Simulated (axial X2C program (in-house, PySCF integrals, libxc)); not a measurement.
# Spin–orbit effects down a group: molecules with Rb (ions), MP2

Computed with an axial X2C code built on PySCF integrals, spin-free (one-electron X2C) or two-component (2c: spin–orbit coupling with atomic mean-field Coulomb and Gaunt terms, which also bring small scalar terms), in Dyall basis sets with cores contracted in-house; open shells are unrestricted.

Basis sets: H dyall-v3z, Li dyall-cv3z, Na dyall-cv3z, Rb dyall-cv3z. Frozen shells (counts by l): RbH⁺ Rb 3s2p1d, H none, 9 electrons correlated; LiRb⁺ Rb 3s2p1d, Li 1s, 9 electrons correlated; NaRb⁺ Rb 3s2p1d, Na 2s1p, 9 electrons correlated. Where the outer core of a metal is frozen, bonds come out longer and ionisation energies lower.

| molecule | spin-free state | Re (Å) | ωe (cm⁻¹) | De (eV) | 2c state | Re 2c (Å) | ωe 2c (cm⁻¹) | De 2c (eV) |
| --- | --- | --- | --- | --- | --- | --- | --- | --- |
| RbH⁺ | M_S = 1/2, Λ = 0 | 3.265 | 193.4 | 0.03 | Ω = 1/2 | 3.265 | 193.4 | 0.03 |
| LiRb⁺ | M_S = 1/2, Λ = 0 | 4.070 | 137.0 | 0.50 | Ω = 1/2 | 4.069 | 137.0 | 0.50 |
| NaRb⁺ | M_S = 1/2, Λ = 0 | 4.312 | 76.5 | 0.51 | Ω = 1/2 | 4.312 | 76.6 | 0.51 |

(1) Work out the shifts from the spin-free to the two-component result.

Fragments in 2c: Rb+ + H, Rb+ + Li, Rb+ + Na. Each entry is the lowest single determinant of a limited PBE0 search at one distance. De goes to single-determinant-based atoms at the same level (for ions the charge split of lowest energy) and is withheld (n/a) where an atom does not fit its ground term or J level. Main or longest-lived isotopes.

Results:

(1) 

```csv
molecule,2c state,ΔRe (Å),Δωe (cm⁻¹),ΔDe (eV)
RbH⁺,Ω = 1/2,0.000,0.0,0.00
LiRb⁺,Ω = 1/2,-0.001,0.0,0.00
NaRb⁺,Ω = 1/2,0.000,0.1,0.00
```

Shifts of one unit in the last digit are rounding.
